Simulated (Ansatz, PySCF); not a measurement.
CBr2Cl2, SMILES ClC(Cl)(Br)Br.

Geometry: ωB97X-D3(BJ)/def2-SVP.

Vertical ionisation energy (IE) and electron affinity (EA) in eV. Rows of orbital energies are one-electron estimates. Where ΔSCF, EOM or ADC give a negative EA the extra electron is unbound and the value depends on the basis.

```
level                                                                  IE    EA
-------------------------------------------------------------------  ----  ----
−ε(HOMO), −ε(LUMO), B3LYP/def2-TZVP (PySCF)                          8.08  2.32
−ε(HOMO), −ε(LUMO), PBE/def2-TZVP (PySCF)                            7.03  3.05
ΔSCF, PBE0/def2-SVPD (Ansatz), final states of multiplicity 2 and 2   [?]   [?]
ΔSCF, PBE/def2-SVPD (Ansatz), final states of multiplicity 2 and 2   9.99  0.67
```

### Question
Fill in the missing entries. (An estimate is asked for; the answer gives what the named calculation found.)

### Answer

- ΔSCF, PBE0/def2-SVPD (Ansatz, a quantum-chemistry and plane-wave program), final states of multiplicity 2 and 2, IE: 10.48
- ΔSCF, PBE0/def2-SVPD (Ansatz), final states of multiplicity 2 and 2, EA: 0.54

### Question
What vertical singlet–triplet gap does ΔSCF give with PBE0/def2-SVPD (Ansatz) and with PBE/def2-SVPD (Ansatz)? (Estimate from the structure and the level; the computed values follow.)

### Answer
4.43 and 3.98 eV (triplet above singlet where positive).
